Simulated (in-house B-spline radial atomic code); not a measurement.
Settings and results of a run for neutral magnesium. Method: scalar-relativistic (X2C) RPBE, spin-polarised, spherical fractional occupations, Fermi nucleus of rms radius 3.057 fm. Calculated with a radial B-spline atomic code at the basis-set limit.

Command:
```bash
python run_scf.py task.json out
```
Settings (nuclear radius in fm, mass in u):
```
Z                12
configuration    [Ne] 3s2
hamiltonian      x2c
method           rpbe,pbe
spin_polarised   True
nucleus          fermi
rms_radius       3.057
atomic_mass      23.98504
speed_of_light   137.035999084
```

Output (hartree, bohr):
```
 radial grid: 79 intervals, B-splines of order 8, outer radius 50 bohr

 iter        energy (Eh)    residual
    1        -200.091460    1.91e-01
    2        -200.263577    6.61e-02
    3        -200.375236    7.28e-03
    4        -200.377105    2.30e-03
    5        -200.377152    5.99e-04
    6        -200.377161    3.23e-04
    7        -200.377164    2.10e-05
    8        -200.377164    2.65e-06
    9        -200.377164    1.69e-07

 total energy                      -200.37716
 kinetic                             200.6482
 electron-nucleus                   -480.4994
 Hartree                              95.9392
 exchange-correlation                -16.4652

 orbital      occ     eigenvalue          <r>       <r^2>       <1/r>       r_max
 1s up      1.000       -46.2960     0.130399   0.0229349      11.672     0.08488
 1s down    1.000       -46.2960     0.130399   0.0229349      11.672     0.08488
 2s up      1.000        -2.9399     0.696191    0.583642     2.10516      0.5467
 2s down    1.000        -2.9399     0.696191    0.583642     2.10516      0.5467
 2p up      3.000        -1.7124     0.688801    0.609662     1.95541      0.4795
 2p down    3.000        -1.7124     0.688801    0.609662     1.95541      0.4795
 3s up      1.000        -0.1721      3.17302     11.8258    0.417447       2.584
 3s down    1.000        -0.1721      3.17302     11.8258    0.417447       2.584
```

Cost of the run: 0.22 s on 1 thread of Arm Neoverse V1 (shared host).
